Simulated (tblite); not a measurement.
C5H8O4Si.
Bonds: C1–C2 (double), C2–C3, C3–O4 (double), C2–O5, O5–Si6, Si6–C7, C7–O8 (double), C7–O9, O9–C10. Hydrogens: H11, H12 on C1; H13 on C3; H14, H15 on Si6; H16, H17, H18 on C10.

A start from a force field or distance geometry was refined with GFN2-xTB geometry optimisation, gas phase in tblite. Values at the start:

```json
{"coordinate": "C1=C2", "start": "1.330 Å"}
{"coordinate": "C1–H11", "start": "1.093 Å"}
{"coordinate": "C1–H12", "start": "1.088 Å"}
{"coordinate": "C2–C3", "start": "1.487 Å"}
{"coordinate": "C2–O5", "start": "1.405 Å"}
{"coordinate": "C3=O4", "start": "1.218 Å"}
{"coordinate": "C3–H13", "start": "1.111 Å"}
{"coordinate": "O5–Si6", "start": "1.668 Å"}
{"coordinate": "Si6–C7", "start": "1.911 Å"}
{"coordinate": "Si6–H14", "start": "1.497 Å"}
{"coordinate": "Si6–H15", "start": "1.481 Å"}
{"coordinate": "C7=O8", "start": "1.227 Å"}
{"coordinate": "C7–O9", "start": "1.370 Å"}
{"coordinate": "O9–C10", "start": "1.422 Å"}
{"coordinate": "C10–H16", "start": "1.089 Å"}
{"coordinate": "C1–C2–C3", "start": "117.9°"}
{"coordinate": "C1–C2–O5", "start": "117.7°"}
{"coordinate": "C2–C3–O4", "start": "125.4°"}
{"coordinate": "C2–O5–Si6", "start": "123.5°"}
{"coordinate": "C3–C2–O5", "start": "124.4°"}
{"coordinate": "O5–Si6–C7", "start": "115.6°"}
{"coordinate": "Si6–C7–O8", "start": "117.6°"}
{"coordinate": "Si6–C7–O9", "start": "116.9°"}
{"coordinate": "C1–C2–C3–O4", "start": "-171°"}
{"coordinate": "C1–C2–O5–Si6", "start": "-157°"}
{"coordinate": "C2–O5–Si6–C7", "start": "40°"}
{"coordinate": "O5–Si6–C7–O8", "start": "20°"}
```

**Question.** How do these coordinates change at the GFN2-xTB level?

**Answer.** 
| coordinate | GFN2-xTB (Å or °) | change |
| --- | --- | --- |
| C2–O5 | 1.337 | -0.068 |
| C7–O9 | 1.332 | -0.038 |
| Si6–H14 | 1.463 | -0.034 |
| Si6–H15 | 1.453 | -0.028 |
| O5–Si6 | 1.643 | -0.025 |
| C2–C3 | 1.467 | -0.020 |
| C1–H11 | 1.074 | -0.019 |
| C7=O8 | 1.210 | -0.017 |
| C1–H12 | 1.075 | -0.013 |
| C3–H13 | 1.098 | -0.013 |
| C3=O4 | 1.208 | -0.010 |
| Si6–C7 | 1.920 | +0.009 |
| C1=C2 | 1.338 | +0.008 |
| O9–C10 | 1.425 | +0.003 |
| C10–H16 | 1.092 | +0.003 |
| C3–C2–O5 | 114.9 | -9.5 |
| O5–Si6–C7 | 107.6 | -8.0 |
| Si6–C7–O8 | 124.0 | +6.4 |
| C1–C2–O5 | 122.9 | +5.2 |
| C1–C2–C3 | 122.2 | +4.3 |
| Si6–C7–O9 | 112.9 | -4.0 |
| C2–C3–O4 | 121.4 | -4.0 |
| C2–O5–Si6 | 127.4 | +3.9 |
| O5–Si6–C7–O8 | -1 | -21 |
| C2–O5–Si6–C7 | 51 | +11 |
| C1–C2–O5–Si6 | -165 | -8 |
| C1–C2–C3–O4 | -176 | -5 |

The energy falls by 49.9 kJ/mol over 96 L-BFGS steps, the largest force on an atom goes from 2.17 to 0.009 eV/Å, and the atoms move by 0.193 Å rms after alignment. The bond that changes most is C2–O5 (vinylic carbon bearing oxygen to silyl ether oxygen), which shortens by 0.068 Å. Bonds longer at the end by more than 0.005 Å: 2 of 17; shorter: 12. Among the dihedrals that turn most is O5–Si6–C7–O8, from 20° to -1°. Rotational constants go from 1979, 718.0, 655.6 to 2276, 746.4, 692.5 MHz.

Its GFN2-xTB frequencies are all real (lowest 29 cm⁻¹). One conformer, not necessarily the lowest. 3 starts were optimised and ended at 0.00, 5.27 and 8.60 kcal/mol (GFN2-xTB); the lowest of these is shown.

All values are computed, not measured.
